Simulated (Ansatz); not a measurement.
ClCs, triplet, at the geometry of the source list (a higher spin typed on purpose: for a closed-shell molecule this is an excited state) (core potentials on Cs); BLYP-D4/def2-SV(P) (Ansatz, an electronic-structure program).

Ansatz was given this input:
Ansatz 0.2 input:
```yaml
crystal:
  periodic: [false, false, false]
  atoms:
    - {symbol: Cs, position_ang: [-0.89640000, -0.79160000, -0.84180000]}
    - {symbol: Cl, position_ang: [0.89640000, 0.79160000, 0.84180000]}
basis:
  gaussian:
    orbitals: def2-SV_P_.json
hamiltonian:
  xc: blyp
  dispersion: d4
magnetization: {spin_polarized: true, initial_magnetization: 2}
```
The basis file holds def2-SV(P) in the JSON format of the Basis Set Exchange.

**Question.** What does Ansatz print? Leave out banner, timings and long lists.

**Answer.** 
```
Functional definition: BLYP
449 factors; their error is unknown
mean field evaluation 1: about -13063.6240 eV, gradient 4.1e0 eV
mean field evaluation 2: about -13063.6818 eV, gradient 3.0e0 eV
mean field evaluation 4: about -13063.7341 eV, gradient 2.0e-1 eV
mean field evaluation 8: about -13063.7188 eV, gradient 3.1e-3 eV
mean field evaluation 16: about -13063.7188 eV, gradient 1.1e-5 eV
mean field evaluation 32: about -13061.8343 eV, gradient 4.6e0 eV
mean field evaluation 64: about -13063.6853 eV, gradient 1.2e-1 eV
mean field -13063.71879460 eV, -480.0828107950 hartree, gradient 2.7e-6 eV, S^2 2.001391; 4 other end points of the search recorded, 0 dependent functions left out
reference -13063.71905150 eV, -480.0828202357 hartree; 14, 12 occupied and 28, 30 virtual orbitals, 449 factors
Total energy: -13063.76697339 eV, -480.0845813329 hartree
```
